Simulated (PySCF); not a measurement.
## Radial density of Te (tellurium, neutral)

wB97M-V, [Kr] 4d10 5s2 5p4, high-spin 3P determinant. All numbers are calculated (PySCF 2.14, scalar relativity by spin-free X2C-1e, in aug-cc-pwCVTZ-DK3 with one added diffuse shell each of s, p, d, f type (11s10p8d5f1g, 125 functions)).

| r (bohr) | 4πr²ρ (e/bohr) | 4πr²(ρα − ρβ) |
| --- | --- | --- |
| 0.0279 | 62.26 | 0.0134 |
| 0.0470 | 61.64 | 0.0327 |
| 0.0790 | 85.99 | 0.0260 |
| 0.133 | 67.02 | -0.0050 |
| 0.224 | 70.48 | 0.0699 |
| 0.376 | 42.36 | 0.0001 |
| 0.632 | 25.34 | 0.1697 |
| 1.06 | 15.57 | -0.0154 |
| 1.79 | 4.293 | 0.8589 |
| 3.01 | 1.660 | 0.6364 |
| 5.06 | 0.1539 | 0.0555 |
| 8.52 | 0.001486 | 0.0004 |

Densities and radii are taken from the X2C orbitals without a picture-change correction, which distorts them close to the nucleus.

Task: Where is the radial spin density 4πr²(ρα − ρβ) most negative, and why is it negative at all?

Result: Around r = 1.06 bohr, down to -0.0154 e/bohr: exchange with the open shell polarises the paired shells in an unrestricted calculation.
